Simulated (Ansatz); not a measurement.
C2H4BFO2, SMILES `BC(F)OC=O`, relaxed with RKS PBE0-D4/def2-TZVP in Ansatz from a PBE-D4/def2-SVP geometry. The force threshold is 0.005 eV/Å; the program also tests the step.

Charge 0, multiplicity 1.

Start:

```xyz
10

B    -1.487   -0.677   -0.534
C    -0.463   -0.153    0.554
F    -0.346   -0.947    1.670
O     0.753   -0.287   -0.224
C     1.672    0.726   -0.143
O     1.553    1.740    0.493
H    -1.861    0.094   -1.393
H    -1.822   -1.842   -0.536
H    -0.550    0.904    0.889
H     2.551    0.443   -0.775
```

| step | energy (eV) | largest force (eV/Å) | largest move (Å) |
| --- | --- | --- | --- |
| 1 | -9618.8375 | 1.417 | 0.000 |
| 2 | -9618.8866 | 0.316 | 0.024 |
| 3 (rejected) | -9618.8705 | 0.672 | 0.066 |
| 4 | -9618.8952 | 0.101 | 0.033 |
| 5 | -9618.9002 | 0.118 | 0.100 |
| 6 | -9618.9030 | 0.106 | 0.100 |
| 7 | -9618.9044 | 0.241 | 0.129 |
| 8 | -9618.9080 | 0.178 | 0.019 |
| 9 | -9618.9159 | 0.270 | 0.167 |
| 10 | -9618.9189 | 0.327 | 0.135 |
| 11 | -9618.9221 | 0.187 | 0.111 |
| 12 | -9618.9275 | 0.092 | 0.030 |
| 13 | -9618.9279 | 0.059 | 0.024 |
| 14 (rejected) | -9618.9265 | 0.199 | 0.039 |
| 15 | -9618.9287 | 0.029 | 0.019 |
| 16 | -9618.9290 | 0.064 | 0.035 |
| 17 (rejected) | -9618.9288 | 0.089 | 0.016 |
| 18 | -9618.9294 | 0.013 | 0.008 |
| 19 | -9618.9294 | 0.010 | 0.011 |
| 20 | -9618.9295 | 0.006 | 0.008 |
| 21 | -9618.9295 | 0.005 | 0.002 |

End:

```xyz
10

B    -1.568   -0.725   -0.518
C    -0.352   -0.248    0.347
F    -0.093   -1.026    1.448
O     0.839   -0.169   -0.411
C     1.708    0.796   -0.052
O     1.529    1.617    0.791
H    -1.692   -0.274   -1.614
H    -2.387   -1.445   -0.040
H    -0.591    0.763    0.724
H     2.608    0.711   -0.675
```

Hardware: 4 threads of an Intel Xeon 6975P-C on a shared host. Wall time 34 s, peak host memory 0.53 GiB.
